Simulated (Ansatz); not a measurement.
Molecular dynamics, step by step

CH6OZn, closed shell, B3LYP-D4/cc-pVDZ (Ansatz 0.2.0). Settings (timestep in fs, temperature in K; T counts 21 degrees of freedom):

```yaml
hamiltonian: {xc: {name: B3LYP}, dispersion: d4}
md: {n_steps: 40, timestep: 1.0, temperature: 1500, ensemble: nve, seed: 354, initial_velocities: maxwell_boltzmann}
```

Start, the saddle point found with PBE0-D4 in triple zeta (not stationary at another level):

```xyz
9
angstrom
Zn -0.0561 -0.1388 -0.2109
H 0.1357 -0.7692 -1.9623
C -0.4032 1.5128 0.7472
H 0.3358 -1.5475 -1.3609
O 0.3082 -2.0845 -0.2028
H -1.3323 1.4298 1.3153
H -0.4938 2.3520 0.0559
H 0.4057 1.7271 1.4489
H 1.1001 -2.4817 0.1698
```

```csv
step,time (fs),potential energy less the start (meV),kinetic energy (meV),T (K)
0,0.00,0.0,1357.2,1500
2,2.00,138.8,1229.6,1359
4,4.00,249.5,1113.6,1231
6,6.00,420.4,949.1,1049
8,8.00,386.3,977.8,1081
10,10.00,389.8,976.2,1079
12,12.00,391.7,970.0,1072
14,14.00,470.5,897.1,992
16,16.00,457.0,907.8,1003
18,18.00,467.1,896.6,991
20,20.00,482.5,885.4,979
22,22.00,399.8,961.4,1063
24,24.00,510.3,855.9,946
26,26.00,566.3,796.5,880
28,28.00,663.4,705.3,780
30,30.00,634.2,727.2,804
32,32.00,680.3,688.0,760
34,34.00,586.7,776.6,858
36,36.00,588.7,772.2,853
38,38.00,715.5,651.2,720
40,40.00,724.3,638.7,706
```

Step 28, positions (Å) and forces (eV/Å):

```
atom       x       y       z      Fx      Fy      Fz
 Zn1  -0.139  -0.188  -0.082   1.548   0.917  -0.206
  H2   1.375  -0.134  -1.376  -0.716  -0.218   0.319
  C3  -0.313   1.718   0.539   0.061  -0.288   1.469
  H4   1.102  -1.539  -1.082   0.054   0.013   0.104
  O5   0.430  -2.107  -0.545  -1.640   1.502  -1.635
  H6  -0.873   2.118   1.455   0.030  -0.573  -1.512
  H7  -0.626   1.998  -0.470  -0.499   0.944   0.084
  H8   0.728   2.090   0.685  -0.174  -0.504  -0.294
  H9   0.848  -2.722   0.004   1.336  -1.793   1.671
```

Step 30, positions (Å) and forces (eV/Å):

```csv
atom,x,y,z,Fx,Fy,Fz
Zn1,-0.143,-0.183,-0.075,1.630,0.504,-0.082
H2,1.410,-0.109,-1.271,-0.650,-0.400,0.137
C3,-0.310,1.716,0.527,0.140,-0.559,1.388
H4,1.142,-1.497,-1.095,-0.682,-0.454,0.770
O5,0.435,-2.130,-0.564,0.109,0.761,-0.798
H6,-0.828,2.165,1.404,-0.498,-0.450,-0.683
H7,-0.649,1.983,-0.454,-0.699,1.112,-0.705
H8,0.714,2.097,0.634,0.427,-0.400,-0.261
H9,0.878,-2.784,-0.009,0.222,-0.114,0.234
```

Step 38, positions (Å) and forces (eV/Å):

| atom | x | y | z | Fx | Fy | Fz |
| --- | --- | --- | --- | --- | --- | --- |
| Zn1 | -0.148 | -0.160 | -0.047 | 1.089 | 0.323 | -0.079 |
| H2 | 1.350 | -0.141 | -0.856 | 0.046 | 0.040 | -0.293 |
| C3 | -0.301 | 1.702 | 0.475 | -1.743 | 1.918 | 0.139 |
| H4 | 1.094 | -1.524 | -0.885 | 1.389 | 0.972 | -0.678 |
| O5 | 0.464 | -2.215 | -0.646 | -2.536 | -0.384 | -0.444 |
| H6 | -0.896 | 2.280 | 1.266 | 1.094 | -1.033 | -0.277 |
| H7 | -0.817 | 2.154 | -0.421 | 0.491 | -0.397 | 0.013 |
| H8 | 0.778 | 1.993 | 0.369 | -0.658 | -0.086 | 0.453 |
| H9 | 0.932 | -2.855 | -0.146 | 0.827 | -1.353 | 1.167 |

Last step (40):

```
atom    x (Å)    y (Å)    z (Å)
 Zn1  -0.1476  -0.1538  -0.0406
  H2   1.3174  -0.1606  -0.7726
  C3  -0.3081   1.7069   0.4578
  H4   1.1236  -1.5195  -0.8376
  O5   0.4643  -2.2367  -0.6680
  H6  -0.8891   2.2536   1.2528
  H7  -0.8185   2.1789  -0.3836
  H8   0.7635   1.9475   0.3229
  H9   0.9779  -2.9162  -0.1328
```

The run took about 90 s on 4 CPU threads of an Arm Neoverse V1 (shared host).
